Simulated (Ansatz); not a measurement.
Reaction (hydrogen abstraction from a B–H bond): `BBr` + `[SiH3]`• → `[BH]Br`• + SiH₄

Calculated with Ansatz (gas phase, PBE0-D4/def2-TZVP geometries, no zero-point term in ΔE). CBS: MP2 limit from def2 TZ/QZ plus the TZ coupled-cluster correction, frozen cores. This one scheme is used for every species. No spin–orbit coupling; open shells (•) take unrestricted orbitals. For Br outer-core shells are correlated without core-valence functions, which leaves a few kJ/mol of doubt a bond. Scalar relativity is left out up to krypton.

```csv
species,CCSD(T)/CBS(def2) energy (Eh)
`BBr`,-2599.32470
`[SiH3]`•,-290.80808
`[BH]Br`•,-2598.64911
SiH₄,-291.46306
```

Problem. Work out ΔE.

Solution. ΔE = (-2598.64911) + (-291.46306) − (-2599.32470) − (-290.80808) = 0.02061 Eh = +54.1 kJ/mol.

Problem. What do rigid-rotor, harmonic-oscillator terms from PBE0-D4/def2-TZVP frequencies (298.15 K, 1 bar) make of the CCSD(T)/CBS value? (Best estimate.)

Solution. Computed: ΔZPE = -2.9 kJ/mol, ΔH = +51.2 kJ/mol, ΔS = -7 J/(mol·K), ΔG = +53.3 kJ/mol. Open shells count their whole term as degenerate.

Largest T1 diagnostic among the species: 0.015.

Leaving LDA and LC-ωPBE aside and taking each functional with its dispersion term where it has one, the values, not all of them listed here, spread over 6.2 kJ/mol, from r2SCAN-D4 to ωB97M-V. In def2-TZVPP, CCSD(T) changes the Hartree–Fock value by +6.4 kJ/mol (the triples alone add −0.3 kJ/mol) and MP2 by +8.9 kJ/mol.
